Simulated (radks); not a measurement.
The numbers below are computed, except where a source is named.
Fractional charge and spin in the 3s shell of argon: the spin-up occupation runs from 0 to 1 and the spin-down occupation from 0 to 1; the fullest corner is Ar+, [Ne] 3p(up 2.5, down 2.5) 3s(up 1, down 1). Code: a radial shooting solver on a logarithmic mesh with Libxc functionals. Model: scalar-relativistic Kohn-Sham, LDA (Slater exchange, Perdew-Wang correlation), spin-polarised, spherical densities, finite nucleus; Fermi nuclear charge, rms radius of each element as measured or else 0.836 A^(1/3) + 0.57 fm. Energy (eV) minus the two flat planes that join the four corners (they meet along the diagonal where the two added fractions sum to one electron); zero is where a piecewise linear energy would lie.

| down \ up | 0 | 0.5 | 1 |
|---|---|---|---|
| 0 | 0.000 | -1.858 | 0.000 |
| 0.5 | -1.858 | 0.329 | -1.714 |
| 1 | 0.000 | -1.714 | 0.000 |

Corners above the fullest one (they belong to Ar2+ and the next ion): (up 1, down 0) 43.406 eV, (up 0, down 1) 43.406 eV, (up 0, down 0) 102.43 eV. With half an added electron in each spin the energy lies 0.329 eV from the planes, and with half an added electron in spin up alone -1.858 eV. The planes are only a guide here: the flat-plane condition holds for ground states with one frontier orbital, while this shell lies below other occupied shells, so the corners above the fullest one are inner-hole states and not the ground states of those ions.
